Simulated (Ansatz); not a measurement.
`S[CH2][GeH3]` → `[GeH2]` + CH₃SH at 600 K and 1 bar (germylene formation by 1,1-elimination).

Computed with Ansatz on PBE0-D4/def2-TZVP structures; ΔE is electronic, products minus reactants. CCSD(T)/CBS is the MP2 limit (def2-TZVPP, def2-QZVPP) plus CCSD(T) − MP2 in def2-TZVPP, frozen cores. This one scheme is used for every species. For Ge outer-core shells are correlated without core-valence functions, which leaves a few kJ/mol of doubt a bond. Scalar relativity is left out up to krypton. Each species was taken in one conformer, which may not be the lowest.

| species | CCSD(T)/CBS energy (Eh) | H − E (kJ/mol) | S (J/(mol·K)) |
| --- | --- | --- | --- |
| `S[CH2][GeH3]` | -2515.53503 | 208.9 | 397.9 |
| `[GeH2]` | -2077.24753 | 50.4 | 247.2 |
| CH₃SH | -438.22835 | 152.3 | 296.8 |

H − E and S are ideal-gas, rigid-rotor, harmonic terms from PBE0-D4/def2-TZVP, for one conformer and one mirror image of each species. 1 Eh = 2625.50 kJ/mol, R = 8.31446 J/(mol·K).

Question: By hand: ΔE, ΔH, ΔS and ΔG.

Answer: ΔE = (-2077.24753) + (-438.22835) − (-2515.53503) = 0.05915 Eh = 155.3 kJ/mol. Δ(H − E) = 50.4 + 152.3 − 208.9 = -6.2, so ΔH = 149.1 kJ/mol. ΔS = 247.2 + 296.8 − 397.9 = 146.1 J/(mol·K). ΔG = 149.1 − 600 × (146.1)/1000 = 61.4 kJ/mol.

Question: By hand: the equilibrium constant, and the temperature at which ΔG would vanish if ΔH and ΔS stayed fixed.

Answer: log₁₀ K = −ΔG/(RT ln 10) = -5.3. ΔG = 0 at ΔH/ΔS = 1021 K.

The number of gas molecules changes by +1, which sets the sign of ΔS. A doubt of 5 kJ/mol in ΔE shifts log₁₀ K by 0.4 here. Other conformers and mirror images would add mixing entropy, several J/(mol·K) or more a flexible species. These are equilibria of isolated gas molecules and say nothing of rates. Largest T1 diagnostic: 0.012 (customary marks: 0.02 for closed shells, 0.045 for open ones).
